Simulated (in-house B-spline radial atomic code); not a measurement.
Successive ionisation energies of nickel; each step leads to the configuration of the next row (after the last: [He] 2s2 2p4). NIST's values go from ground level to ground level; the uncertainty of those that are theory runs from under 0.1 % in few-electron ions to several per cent in heavy many-electron ones. Computed with a radial B-spline atomic code at the basis-set limit: non-relativistic Hartree-Fock, average of the configuration, point nuclei.

| ion | configuration | ionisation energy (eV) | tabulated value (eV) | computed minus tabulated (eV) | highest orbital | largest mean radius (bohr) |
| --- | --- | --- | --- | --- | --- | --- |
| Ni11+ | [Ne] 3s2 3p5 | 351.7 | 351.6 | 0.1 | 3p | 0.66667 |
| Ni12+ | [Ne] 3s2 3p4 | 385.7 | 384.5 | 1.2 | 3p | 0.65806 |
| Ni13+ | [Ne] 3s2 3p3 | 420.7 | 429.3 | -8.6 | 3p | 0.6497 |
| Ni14+ | [Ne] 3s2 3p2 | 456.7 | 462.8 | -6.1 | 3p | 0.64156 |
| Ni15+ | [Ne] 3s2 3p1 | 493.5 | 495.4 | -1.9 | 3p | 0.63364 |
| Ni16+ | [Ne] 3s2 | 561.9 | 571.07 | -9.2 | 3s | 0.62592 |
| Ni17+ | [Ne] 3s1 | 601.1 | 607.02 | -6.0 | 3s | 0.61744 |
| Ni18+ | [He] 2s2 2p6 | 1539.5 | 1540.1 | -0.6 | 2p | 0.24293 |
| Ni19+ | [He] 2s2 2p5 | 1647.9 | 1646 | 1.9 | 2p | 0.24008 |

(1) Where is the largest jump?

(2) How far is this level of theory from the measured and semi-empirical values?

## Answers

(1) From Ni17+ to Ni18+, by a factor of 2.56 (601.05 to 1539.5 eV); the highest orbital goes from 3s to 2p.

(2) Over those 9 rows the differences run from -9.19 to +1.91 eV (mean absolute value 4 eV). The calculation leaves out relativity, correlation and, in open shells, the multiplet splittings that an average leaves out.
